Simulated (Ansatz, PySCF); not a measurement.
Some isomers of C₂H₅O, charge -1, singlet:

A. [CH2-]OC
B. [CH2-]CO
C. C[CH-]O
D. CC[O-]

Quantity: relative energy (electronic energy difference), kJ/mol. Each molecule is optimised on its own at B3LYP-D3(BJ)/def2-TZVP (Ansatz, a first-principles code), one conformer each, not searched for the lowest. Valence correlation only, unless marked. Spin-orbit coupling is left out. Non-relativistic. Basis-set limits of correlation are two-point, X^-3; Hartree-Fock from the larger set. The bracket is a focal-point correction in the basis named. Anions need diffuse functions, which plain sets lack and def2-D sets hold few of. Values are relative to the lowest entry of each level; other isomers of the formula, not listed, may lie lower.

```
   r2SCAN0/def2-TZVPD (Ansatz)  MN15-D3(BJ)/def2-TZVPD (PySCF + dftd3)  HSE06-D4/def2-TZVPD (Ansatz + dftd4)  RI-MP2/CBS(aug-cc-pVTZ,aug-cc-pVQZ)+[CCSD(T)-MP2]/aug-cc-pVTZ (Ansatz)
-  ---------------------------  --------------------------------------  ------------------------------------  ----------------------------------------------------------------------
A                        201.3                                   179.0                                 200.2                                                                       …
B                        127.9                                   120.9                                 125.2                                                                       …
C                        160.9                                   146.1                                 159.9                                                                       …
D                          0.0                                     0.0                                   0.0                                                                       …
```

Task: Some entries are withheld; supply them.

Result: 
- A, RI-MP2/CBS(aug-cc-pVTZ,aug-cc-pVQZ)+[CCSD(T)-MP2]/aug-cc-pVTZ (Ansatz): 191.5
- B, RI-MP2/CBS(aug-cc-pVTZ,aug-cc-pVQZ)+[CCSD(T)-MP2]/aug-cc-pVTZ (Ansatz): 114.9
- C, RI-MP2/CBS(aug-cc-pVTZ,aug-cc-pVQZ)+[CCSD(T)-MP2]/aug-cc-pVTZ (Ansatz): 145.1
- D, RI-MP2/CBS(aug-cc-pVTZ,aug-cc-pVQZ)+[CCSD(T)-MP2]/aug-cc-pVTZ (Ansatz): 0.0
